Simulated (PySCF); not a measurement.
Molecule: `C(OCCCF)(F)(F)F`, C4H6F4O.

Geometry (Å), atoms numbered from 1 in this order:
```xyz
15

F    -2.1350    0.4174   -1.5460
C    -1.9858    0.4588   -0.1810
C    -1.1657   -0.7356    0.2888
C     0.2764   -0.6486   -0.1914
O     0.9004    0.4528    0.5050
C     2.1835    0.6169    0.2702
F     2.4818    0.8336   -1.0244
F     2.6336    1.6609    0.9539
F     2.9397   -0.4417    0.6268
H    -1.4853    1.4008    0.0582
H    -2.9930    0.4422    0.2453
H    -1.6058   -1.6528   -0.1042
H    -1.1823   -0.7652    1.3776
H     0.3145   -0.4612   -1.2697
H     0.8187   -1.5704    0.0409
```

Frames of a GFN2-xTB Langevin trajectory at 300 K; GIAO PBE0/pcSseg-1 shieldings in PySCF 2.14, gas phase, non-relativistic; equivalent atoms averaged within each frame.

Referencing at the same level of theory: ¹⁹F (170.95 ppm) against CFCl3; TMS for ¹³C (186.93 ppm), ¹H (31.72 ppm); ¹⁷O (336.08 ppm) vs H2O. The references are static minima.

Problem. How do the shifts (ppm) fluctuate along the trajectory?

Solution. 
| time (fs) | F7/F8/F9 | F1 | C6 | C2 | C4 | C3 | O5 | H10/H11 | H14/H15 | H12/H13 |
| --- | --- | --- | --- | --- | --- | --- | --- | --- | --- | --- |
| optimised geometry | -77.7 | -256.2 | 130.9 | 81.3 | 66.0 | 34.9 | 108.6 | 4.95 | 4.41 | 1.95 |
| 250 | -55.8 | -250.2 | 141.7 | 82.2 | 74.0 | 35.4 | 138.5 | 4.80 | 4.39 | 2.16 |
| 425 | -49.2 | -261.7 | 134.7 | 79.4 | 69.6 | 42.7 | 110.3 | 4.99 | 4.82 | 3.05 |
| 625 | -72.0 | -258.4 | 131.2 | 75.4 | 66.2 | 44.9 | 98.9 | 4.82 | 4.53 | 2.68 |
| 800 | -72.9 | -259.4 | 133.2 | 83.4 | 67.2 | 28.8 | 129.7 | 5.42 | 4.56 | 2.06 |
| 1000 | -66.1 | -242.1 | 131.9 | 86.2 | 73.3 | 43.3 | 111.1 | 5.48 | 4.44 | 2.56 |
| mean of frames | -63.2 | -254.4 | 134.5 | 81.3 | 70.0 | 39.0 | 117.7 | 5.10 | 4.55 | 2.50 |
| standard deviation | 10.4 | 8.1 | 4.2 | 4.1 | 3.5 | 6.8 | 16.0 | 0.33 | 0.16 | 0.40 |

5 frames give an uncertainty of the mean of about the standard deviation over 2.2 at best, since frames this close in time may not be independent; classical motion lacks zero-point vibration, and the reference would need the same averaging.
